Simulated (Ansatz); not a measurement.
This geometry of C$_{2}$H$_{8}$AlNS (13 atoms, charge 0, multiplicity 1) is a first-order saddle point.

Computed with RKS PBE0-D4/def2-SVP (Ansatz 0.2.0).

```xyz
13
Properties=species:S:1:pos:R:3
Al -0.836 1.466 0.864
N -0.025 0.015 -0.080
C 1.413 0.002 -0.267
C -0.608 -1.313 -0.014
S -1.564 2.281 -0.938
H -0.707 0.906 -0.989
H -0.779 1.662 2.429
H 1.691 -0.612 -1.143
H 1.780 1.025 -0.453
H 1.956 -0.403 0.608
H -0.290 -1.873 0.885
H -1.708 -1.245 -0.003
H -0.323 -1.911 -0.898
```

Q: Which two structures does it join? (They come from a converged band through this point; their orientation in space is the band's.)

A: Bonds broken: S5–H6. Bonds formed: N2–H6.

Image 0:

```xyz
13
Properties=species:S:1:pos:R:3
Al -1.145 1.170 0.416
N -0.070 -0.214 0.082
C 1.194 -0.172 -0.607
C -0.426 -1.547 0.509
S -0.653 3.204 -0.241
H 0.509 2.872 -0.848
H -2.493 0.935 1.204
H 1.190 -0.799 -1.520
H 1.448 0.854 -0.916
H 2.024 -0.536 0.031
H 0.328 -1.974 1.201
H -1.394 -1.548 1.035
H -0.512 -2.246 -0.346
```

Image 10:

```xyz
13
Properties=species:S:1:pos:R:3
Al -0.801 1.578 0.837
N -0.091 0.038 -0.312
C 1.375 0.003 -0.362
C -0.692 -1.263 -0.004
S -1.643 2.961 -0.397
H -0.450 0.382 -1.210
H -0.406 1.090 2.298
H 1.738 -0.758 -1.072
H 1.754 0.988 -0.670
H 1.769 -0.231 0.638
H -0.403 -1.565 1.014
H -1.788 -1.183 -0.047
H -0.363 -2.040 -0.712
```

Q: How far does it lie above each of them?

A: 104.7 kJ/mol above the first and 69.0 kJ/mol above the second. This is the barrier of this one path; another mechanism may lie lower. The orbitals stay closed-shell, which can raise the energy where a bond breaks towards radicals; this wasn't checked here.

Run time: 5.5 min on 2 threads of Intel(R) Xeon(R) Platinum 8488C (Sapphire Rapids) (shared host), peak memory 0.3 GiB.
